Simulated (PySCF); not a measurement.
C₅H₁₄F₂N₂Si.
Cartesian coordinates in Å at the GFN2-xTB level; atoms count from 1:
```
atom  x, y, z in Å
C1     2.3727   -0.1645    0.8461
N2     1.7514   -0.2417   -0.4546
C3     2.7201   -0.4181   -1.5040
Si4    0.2520    0.5339   -0.7788
N5    -0.7797    0.0715    0.5317
C6    -0.9115   -1.3115    0.9257
C7    -1.9202    0.8783    0.8357
C8    -3.0756    0.7004   -0.1518
F9    -4.1992    1.3020    0.3146
F10   -2.7951    1.2947   -1.3371
H11    1.6114   -0.0151    1.6057
H12    2.9108   -1.0942    1.0566
H13    3.0912    0.6622    0.9015
H14    3.3143   -1.3166   -1.3139
H15    3.4059    0.4358   -1.5717
H16    2.2130   -0.5253   -2.4583
H17    0.2450    2.0017   -0.7330
H18   -0.1481    0.0389   -2.0992
H19   -1.1131   -1.3747    1.9994
H20    0.0205   -1.8250    0.7101
H21   -1.7179   -1.8298    0.3948
H22   -1.6346    1.9318    0.8122
H23   -2.3042    0.6360    1.8339
H24   -3.3208   -0.3511   -0.3581
```

Computed at PBE0/pcSseg-1 (PySCF, non-relativistic), with Q(14N) = 0.02044 b: N2, 14N (I = 1): χzz = -5.183 MHz, η = 0.387; N5, 14N (I = 1): χzz = -5.196 MHz, η = 0.438.

Q: Where would the pure quadrupole (NQR) lines of 14N at N2 fall for the rigid, isolated species?

A: From ν± = (3/4)|χ|(1 ± η/3) and ν0 = |χ|η/2: ν+ 4.388 MHz, ν− 3.385 MHz, ν0 1.003 MHz (silicon-bound nitrogen).

Q: Find the zero-field quadrupole resonance frequencies of 14N at N5.

A: From ν± = (3/4)|χ|(1 ± η/3) and ν0 = |χ|η/2: ν+ 4.466 MHz, ν− 3.328 MHz, ν0 1.138 MHz (silicon-bound nitrogen).

In a crystal, neighbours and librations shift these lines. GFN2-xTB bond lengths can be off by several hundredths of an ångström, more for odd bonds, and the gradients follow them. The small basis limits the accuracy of the gradients.

One conformer stands for the species.
